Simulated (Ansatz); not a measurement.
FK, singlet, at a GFN2-xTB geometry (such geometries of metal compounds can be far from the true shape). Base run: PBE0/3-21G run with Ansatz (a quantum-chemistry and plane-wave program).

Ansatz was given this input:
Ansatz 0.2 input:
```yaml
crystal:
  periodic: [false, false, false]
  atoms:
    - {symbol: K, position_ang: [-0.00000000, -0.00000000, -0.64992819]}
    - {symbol: F, position_ang: [0.00000000, 0.00000000, 1.37207062]}
basis:
  gaussian:
    orbitals: 3-21G.json
hamiltonian:
  xc: pbe0
```
The basis file holds 3-21G in the JSON format of the Basis Set Exchange.

Each row names what was changed in the base input (with any setting that the change needs).

| change | basis functions | E (Eh) |
|---|---|---|
| base | 26 | -695.90931 |
| basis = STO-3G | 18 | -691.85867 |
| basis = pcseg-0 | 28 | -698.05583 |
| basis = def2-SV(P) | 38 | -699.37107 |
| basis = pc-1 | 38 | -699.49594 |
| basis = 6-31G | 38 | -699.48972 |
| basis = def2-SVPD | 50 | -699.39433 |
| basis = 6-31G** | 50 | -699.50404 |
| basis = pcseg-2 | 63 | -699.59903 |
| basis = pc-2 | 63 | -699.60219 |
| basis = def2-TZVPP | 64 | -699.58391 |
| basis = 6-311+G(2d,p) | 75 | -699.58099 |
| basis = def2-TZVPD | 76 | -699.58694 |

Totals compare only among sets that treat the same electrons; sets with core potentials leave the core out.
